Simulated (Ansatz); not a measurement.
The cluster Cr₄N₄⁻. Total charge -1; doublet. Geometry PBE-D4/def2-SVP, that of the neutral singlet; atoms count from 1.

Cartesian coordinates in Å:
```
Cr -0.7005 0.0267 1.1918
Cr 1.0988 0.0762 -0.3472
Cr -0.5494 -0.7292 -1.1474
Cr -0.4342 1.7226 0.1219
N 1.1227 1.8704 -0.5110
N -1.7499 0.2659 -0.1989
N 0.8700 -1.3360 0.9546
N 0.3425 -1.8965 -0.0638
```

The charge -1 doublet is spin-contaminated (final ⟨S²⟩ up to 6.21, 0.75 for a pure state). The structure comes from a short search, and lower isomers may exist.

**Question.** Estimate the Mulliken populations from the PBE0/def2-TZVP orbitals of Ansatz.

**Answer.** 
| atom | charge (e) | spin (α − β) | d electrons |
| --- | --- | --- | --- |
| Cr1 | 0.22 | -3.48 | 4.71 |
| Cr2 | 0.18 | 3.68 | 4.78 |
| Cr3 | 0.45 | -3.46 | 4.73 |
| Cr4 | 0.41 | 3.49 | 4.63 |
| N5 | -0.81 | -0.40 | – |
| N6 | -0.80 | 0.25 | – |
| N7 | -0.44 | 0.40 | – |
| N8 | -0.22 | 0.53 | – |
Mulliken values and Mayer orders depend strongly on the basis.

**Question.** Where does the spin sit?

**Answer.** Summed by element: Cr 0.22, N 0.78, of 1 unpaired in all. Largest on single atoms: Cr2 3.68, Cr4 3.49, Cr1 -3.48.

**Question.** And the Mayer bond orders between bonded heavy atoms (over 0.3)?

**Answer.** Cr1–Cr2 0.51 (2.37 Å); Cr1–Cr4 1.07 (2.02 Å); Cr1–N6 1.17 (1.76 Å); Cr1–N7 0.63 (2.09 Å); Cr2–Cr3 1.08 (2.00 Å); Cr2–Cr4 0.35 (2.30 Å); Cr2–N5 1.22 (1.80 Å); Cr2–N7 0.72 (1.93 Å); Cr3–N6 1.03 (1.83 Å); Cr3–N8 1.08 (1.83 Å); Cr4–N5 1.57 (1.69 Å); Cr4–N6 0.62 (1.99 Å); N7–N8 1.22 (1.28 Å).
